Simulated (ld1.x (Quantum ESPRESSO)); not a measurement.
Reading a pseudo-wave (Ni)

Columns: radius, all-electron u(r) and pseudo u(r) of the 3d shell (level -8.87 eV) of nickel in the configuration [Ar] 3d8 4s2 4p0; PBE, scalar-relativistic, PAW scheme, ld1.x (Quantum ESPRESSO) 7.5.

| r (bohr) | all-electron | pseudo |
| --- | --- | --- |
| 0.168 | 0.2677 | 0.0163 |
| 0.335 | 0.7109 | 0.1135 |
| 0.503 | 0.9410 | 0.3092 |
| 0.670 | 0.9788 | 0.5389 |
| 0.838 | 0.9179 | 0.7101 |
| 1.005 | 0.8216 | 0.7632 |
| 1.172 | 0.7194 | 0.7138 |
| 1.340 | 0.6229 | 0.6229 |
| 1.508 | 0.5369 | 0.5369 |
| 1.675 | 0.4624 | 0.4624 |
| 1.842 | 0.3984 | 0.3984 |
| 2.010 | 0.3432 | 0.3432 |
| 2.178 | 0.2960 | 0.2960 |
| 2.345 | 0.2557 | 0.2557 |
| 2.512 | 0.2211 | 0.2211 |
| 2.680 | 0.1912 | 0.1912 |
| 2.848 | 0.1654 | 0.1654 |
| 3.015 | 0.1433 | 0.1433 |
| 3.182 | 0.1242 | 0.1242 |
| 3.350 | 0.1076 | 0.1076 |
| 3.518 | 0.0932 | 0.0932 |
| 3.685 | 0.0809 | 0.0809 |
| 3.852 | 0.0702 | 0.0702 |
| 4.020 | 0.0608 | 0.0608 |
| 4.188 | 0.0528 | 0.0528 |
| 4.355 | 0.0459 | 0.0459 |

Task: How many radial nodes do the two functions have?

Result: The all-electron 3d function has n − l − 1 = 0; the pseudo-wave has 0.

Task: At about which radius was the pseudo-wave matched?

Result: 1.40 bohr, where the columns begin to agree (steps of 0.17 bohr).

Task: Where does each function peak?

Result: Outermost all-electron maximum near 0.67 bohr, pseudo maximum near 1.00 bohr (to the table’s step).

Task: Is the pseudo-wave norm-conserving?

Result: No, it belongs to a PAW set: the norm inside the radius is not constrained, and the difference is carried by the augmentation charge.
